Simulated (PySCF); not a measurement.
**How methods differ on the excitation energy of Te**

Te [Kr] 4d10 5s2 5p4 (3P) → Te [Kr] 4d10 5s2 5p3 5d1 (5D), as a difference of total energies. Calculation: PySCF 2.14, in aug-cc-pwCVTZ-DK3 with one added diffuse shell each of s, p, d, f type (11s10p8d5f1g, 125 functions); scalar relativity by spin-free X2C-1e. Correlated levels: valence: [Kr] 4d10 frozen; valence and next inner shell: [Ar] 3d10 frozen. The calculations carry no spin-orbit coupling.

**Question.** Order these methods by the excitation energy they give, lowest first.
A. r2SCAN
B. LDA
C. PBE0
D. UHF

**Answer.** D (5.890 eV), C (6.388 eV), A (6.486 eV), B (6.574 eV).

Errors of the correlated levels include the incompleteness of this basis and the frozen core.

For comparison: 6.655 eV (measured; NIST levels, between the centres of gravity of the two terms).
